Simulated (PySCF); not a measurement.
**Excitation energy of Hg(2+) by level of theory**

Hg(2+) [Xe] 4f14 5d10 (1S) → Hg(2+) [Xe] 4f14 5d9 6s1 (3D), as a difference of total energies. All numbers are calculated (PySCF 2.14, the spin-free X2C one-electron Hamiltonian (Gaussian nucleus), in x2c-TZVPPall with one added diffuse shell each of s, p, d, f type (12s8p8d4f1g, 113 functions)). Correlated levels: valence: [Xe] 4f14 frozen; valence and next inner shell: [Kr] 4d10 4f14 frozen. The calculations carry no spin-orbit coupling.

```
                                method  excitation energy (eV)
                                   UHF                   6.075
                                   LDA                   5.920
                                   PBE                   5.844
                                  PBE0                   6.068
                                r2SCAN                   5.831
                                  BP86                   5.830
                                   M06                   6.355
                                 TPSSh                   6.069
                         MP2 (valence)                   6.505
                     SCS-MP2 (valence)                   6.582
    MP2 (valence and next inner shell)                   6.264
SCS-MP2 (valence and next inner shell)                   6.336
```

Task: How much does correlation contribute at MP2 (valence and next inner shell)?

Result: 6.264 − (6.075) = 0.189 eV, measured against UHF.

A first-order spin-orbit estimate (lowest level to lowest level, LS coupling) adds -0.801 eV.
